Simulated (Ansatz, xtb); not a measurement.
## Relative energy of two isomers of C2H9FGeN2

Structure a: `C[NH][GeH]([F])[NH]C`, a singlet. Structure b: `CC[NH][Ge@H]([NH2])[F]`, a singlet. Both are isolated molecules in the gas phase, relaxed with B3LYP-D3(BJ)/def2-SVP, each in the lowest conformer that the search found.

Quicker runs give these differences E(b) − E(a): GFN2-xTB −0.324 eV; HF/STO-3G −0.208 eV (at GFN2-xTB geometries); r2SCAN-D4/def2-SVP −0.399 eV (at GFN2-xTB geometries).

**Question.** Estimate E(b) − E(a) at the level CCSD(T)/def2-SVP + ΔMP2/def2-TZVPP.

**Answer.** Calculated at CCSD(T)/def2-SVP + ΔMP2/def2-TZVPP: E(b) − E(a) = −0.494 eV, so structure b lies lower.

How the difference moves with the method:

```json
{"level": "GFN2-xTB", "geometry": "GFN2-xTB", "E(b) − E(a) (eV)": "−0.324", "departure from the last row (eV)": "+0.170", "job, with rough time for the two": "optimisation, 2.2 s"}
{"level": "HF/STO-3G", "geometry": "GFN2-xTB", "E(b) − E(a) (eV)": "−0.208", "departure from the last row (eV)": "+0.286", "job, with rough time for the two": "single point, 0.68 s"}
{"level": "r2SCAN-D4/def2-SVP", "geometry": "GFN2-xTB", "E(b) − E(a) (eV)": "−0.399", "departure from the last row (eV)": "+0.095", "job, with rough time for the two": "single point, 6 s"}
{"level": "B3LYP-D3(BJ)/def2-SVP", "geometry": "B3LYP-D3(BJ)/def2-SVP", "E(b) − E(a) (eV)": "−0.374", "departure from the last row (eV)": "+0.120", "job, with rough time for the two": "optimisation, 66 s"}
{"level": "HF/def2-SVP", "geometry": "B3LYP-D3(BJ)/def2-SVP", "E(b) − E(a) (eV)": "−0.363", "departure from the last row (eV)": "+0.131", "job, with rough time for the two": "part of the CCSD(T) run"}
{"level": "MP2/def2-SVP", "geometry": "B3LYP-D3(BJ)/def2-SVP", "E(b) − E(a) (eV)": "−0.444", "departure from the last row (eV)": "+0.050", "job, with rough time for the two": "part of the CCSD(T) run"}
{"level": "CCSD(T)/def2-SVP", "geometry": "B3LYP-D3(BJ)/def2-SVP", "E(b) − E(a) (eV)": "−0.414", "departure from the last row (eV)": "+0.080", "job, with rough time for the two": "single point"}
{"level": "CCSD(T)/def2-SVP + ΔMP2/def2-TZVPP", "geometry": "B3LYP-D3(BJ)/def2-SVP", "E(b) − E(a) (eV)": "−0.494", "departure from the last row (eV)": "", "job, with rough time for the two": "single point, 1.7 min"}
```

As drawn, b has 1 C–C, 1 N–H in place of 1 C–N, 1 C–H.

The levels shown agree on the order. The largest departure from CCSD(T)/def2-SVP + ΔMP2/def2-TZVPP is that of HF/STO-3G, 0.286 eV. The last row adds to CCSD(T) the change of the MP2 difference between the two basis sets, here −0.080 eV.

With thermal terms from frequencies at re-optimised GFN2-xTB minima (ideal gas, soft modes damped towards free rotors, one conformer each, 298.15 K, 1 atm): the zero-point term adds −0.002 eV; ΔH is −0.493 and ΔG −0.501 eV.

The correlated steps freeze 14 core orbitals; the filled d shell of Ge is correlated, in a basis made for valence electrons. Mirror images aren't counted in ΔG. Codes used: Ansatz 0.2.0, xtb 6.7.1; the last row on 4 threads of Arm Neoverse V1 on a shared host.
